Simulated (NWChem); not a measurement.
# CH$_{6}$SSi; SMILES [SiH2](C)S

```xyz
9

Si     0.6073     0.4976     0.0073
C     -0.7236     1.8173    -0.0404
S     -0.2033    -1.4991    -0.0538
H      1.4740     0.5642    -1.2053
H      1.4574     0.6753     1.2246
H     -1.3634     1.7651     0.8540
H     -0.2689     2.8204    -0.0751
H     -1.3620     1.6911    -0.9276
H     -0.8460    -1.4014     1.1312
```
Atoms are numbered in this order, from 1.

Results from NWChem. Pople sets run with spherical d functions. The geometry was optimised at PBE0/def2-SVP.

**Question.** Taking B3LYP/6-311++G** as the yardstick, which of these has the fewest basis functions while keeping “highest occupied level (eV)” within 0.05 eV of it: B3LYP/6-31G*; B3LYP/6-31+G*; B3LYP/3-21G; B3LYP/STO-3G; B3LYP/6-311G**?

**Answer.** B3LYP/6-31+G*.
```csv
level,basis functions,highest occupied level (eV)
B3LYP/STO-3G,29,-3.24
B3LYP/3-21G,47,-7.00
B3LYP/6-31G*,62,-6.93
B3LYP/6-31+G*,74,-7.06
B3LYP/6-311G**,106,-7.10
B3LYP/6-311++G**,124,-7.10
```

The yardstick is one finite set, not the basis-set limit.
